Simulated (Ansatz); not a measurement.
Geometry optimisation, Ansatz, RKS CAM-B3LYP-D4/def2-SVP.

Input:

```yaml
crystal:
  periodic: [false, false, false]
  atoms:
    - { symbol: B, position_ang: [0.0, 0.0, 0.0] }
    - { symbol: O, position_ang: [0.0, 0.0, 1.41] }
    - { symbol: H, position_ang: [-0.9095, -0.2814, 1.7471] }
    - { symbol: Cl, position_ang: [1.6108, 0.0, -0.93] }
    - { symbol: "N", position_ang: [-1.3423, 0.0, -0.775] }
    - { symbol: H, position_ang: [-2.0112, -0.8164, -0.6764] }
    - { symbol: H, position_ang: [-1.5914, 0.8164, -1.4036] }
basis:
  gaussian: { orbitals: def2-SVP }
hamiltonian:
  xc: cam_b3lyp
  dispersion: d4
relax:
  f_tol: 0.02
  max_steps: 40
```

Launched with:

```bash
$ ansatz run input.yaml --threads 1 --pin off --max-ram 2048MiB --backend cpu --events-out ev --progress --plain --runs-dir out
```

Q: Where does it end, and by what steps?

A: The forces met the threshold. After 6 steps the energy has fallen by 1.210 eV; H7 moved furthest, 0.75 Å.

```tsv
step	energy less start (eV)	largest force component (eV/Å)	accepted
0	0.0000	1.938	yes
1	-0.6357	2.422	yes
2	-0.8872	2.004	yes
3	-1.1034	0.958	yes
4	-1.1942	0.199	yes
5	-1.2089	0.075	yes
6	-1.2102	0.019	yes
```

```xyz
7
Properties=species:S:1:pos:R:3
B -0.090 0.011 -0.006
O 0.005 -0.253 1.321
H -0.833 -0.450 1.751
Cl 1.432 0.392 -0.850
N -1.281 0.006 -0.747
H -2.192 -0.202 -0.360
H -1.287 0.214 -1.737
```

Whether the end is a true minimum wasn't checked by a vibrational analysis.

Run time: 27 s on 1 thread of Arm Neoverse V1 (shared host), peak memory 0.15 GiB.
